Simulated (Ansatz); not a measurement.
Breaking the Be1–H2 bond and 1 like it together in BeH2 (SMILES [BeH2]) (multiplicity 1 held, fragments rigid). Energies count from the point at 1.330 Å.
Geometry at that point (charge 0, multiplicity 1):
```json
[
 {"atom": "Be", "x (Å)": "0.0000", "y (Å)": "0.0000", "z (Å)": "0.0000"},
 {"atom": "H", "x (Å)": "0.0000", "y (Å)": "0.0000", "z (Å)": "-1.3301"},
 {"atom": "H", "x (Å)": "0.0000", "y (Å)": "0.0000", "z (Å)": "1.3301"}
]
```

Restricted levels (R-, RO-) in cc, def2 and unpolarised 6-31G sets keep to the state of the molecule at rest. Unrestricted levels (U-) break spin symmetry where that is lower. Active spaces are followed from a long bond inwards. Full CI gives the lowest state of the spin. Curves can end on different states.

Correlated levels freeze the cores.

Codes used: Ansatz (Gaussian orbitals). 

Energies in kcal/mol.

```
R (Å)  R-HF/cc-pVDZ  U-HF/cc-pVDZ  R-SCS-MP2/cc-pVDZ  CASSCF(4,4)/cc-pVDZ  FIC-NEVPT4(SD) on CASSCF(4,4)/cc-pVDZ  FCI/cc-pVDZ
-----  ------------  ------------  -----------------  -------------------  -------------------------------------  -----------
1.064          41.8          41.8               40.8                 44.6                                   41.1         40.8
1.197           9.0           9.0                8.7                 10.9                                    8.9          8.8
1.330           0.0           0.0                0.0                  0.0                                    0.0          0.0
1.463           4.8           4.8                4.8                  2.3                                    4.4          4.5
1.596          17.7          17.7               17.5                 12.0                                   16.3         16.6
1.796          44.9          44.9               43.7                 33.5                                   40.9         41.3
1.995          75.8          75.7               73.0                 57.4                                   67.6         68.2
2.328         126.8         106.6              119.5                 93.2                                  106.8        107.0
2.660         171.8         117.7              156.8                117.5                                  131.5        130.1
3.059         214.8         121.8              184.5                128.0                                  140.2        137.7
3.591         253.4         122.9              180.7                128.6                                  141.0        138.2
4.256         277.4         123.0               86.2                128.1                                  140.8        138.1
```

Doubts at one or more of the structures used: a restricted determinant that unrestricted orbitals would lower (R-HF/cc-pVDZ, R-SCS-MP2/cc-pVDZ); a spin-contaminated determinant (U-HF/cc-pVDZ).

Ansatz is an electronic-structure program.
